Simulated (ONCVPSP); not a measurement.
## Reading a pseudo-wave (vanadium)

Columns: radius, all-electron u(r) and pseudo u(r) of the 3d shell (level -16.83 eV) of vanadium in the configuration [Ne] 3s2 3p6 3d3 4s0.5; PBE, scalar-relativistic, ONCV scheme, ONCVPSP 4.0.1.

```json
{"r (bohr)": "0.082", "all-electron": "0.0253", "pseudo": "0.0052"}
{"r (bohr)": "0.165", "all-electron": "0.1224", "pseudo": "0.0399"}
{"r (bohr)": "0.248", "all-electron": "0.2610", "pseudo": "0.1222"}
{"r (bohr)": "0.330", "all-electron": "0.4039", "pseudo": "0.2502"}
{"r (bohr)": "0.413", "all-electron": "0.5338", "pseudo": "0.4099"}
{"r (bohr)": "0.495", "all-electron": "0.6393", "pseudo": "0.5711"}
{"r (bohr)": "0.578", "all-electron": "0.7212", "pseudo": "0.7117"}
{"r (bohr)": "0.660", "all-electron": "0.7785", "pseudo": "0.8114"}
{"r (bohr)": "0.742", "all-electron": "0.8146", "pseudo": "0.8676"}
{"r (bohr)": "0.825", "all-electron": "0.8329", "pseudo": "0.8861"}
{"r (bohr)": "0.908", "all-electron": "0.8367", "pseudo": "0.8780"}
{"r (bohr)": "0.990", "all-electron": "0.8294", "pseudo": "0.8556"}
{"r (bohr)": "1.072", "all-electron": "0.8141", "pseudo": "0.8276"}
{"r (bohr)": "1.155", "all-electron": "0.7927", "pseudo": "0.7981"}
{"r (bohr)": "1.238", "all-electron": "0.7671", "pseudo": "0.7686"}
{"r (bohr)": "1.320", "all-electron": "0.7391", "pseudo": "0.7393"}
{"r (bohr)": "1.402", "all-electron": "0.7094", "pseudo": "0.7094"}
{"r (bohr)": "1.485", "all-electron": "0.6785", "pseudo": "0.6785"}
{"r (bohr)": "1.568", "all-electron": "0.6473", "pseudo": "0.6472"}
{"r (bohr)": "1.650", "all-electron": "0.6166", "pseudo": "0.6165"}
{"r (bohr)": "1.733", "all-electron": "0.5859", "pseudo": "0.5859"}
{"r (bohr)": "1.815", "all-electron": "0.5563", "pseudo": "0.5563"}
{"r (bohr)": "1.898", "all-electron": "0.5272", "pseudo": "0.5272"}
{"r (bohr)": "1.980", "all-electron": "0.4994", "pseudo": "0.4994"}
{"r (bohr)": "2.062", "all-electron": "0.4726", "pseudo": "0.4725"}
{"r (bohr)": "2.145", "all-electron": "0.4465", "pseudo": "0.4464"}
```

(1) How many radial nodes do the two functions have?

(2) At about which radius was the pseudo-wave matched?

(3) Is the pseudo-wave norm-conserving?

## Answers

(1) The all-electron 3d function has n − l − 1 = 0; the pseudo-wave has 0.

(2) 1.45 bohr. The columns agree to 0.0005 from 1.32 bohr on; several derivatives are matched, so the curves merge somewhat inside the radius.

(3) Yes: the ONCV scheme keeps the norm inside the radius equal to the all-electron one, which fixes the energy derivative of the logarithmic derivative at the level.
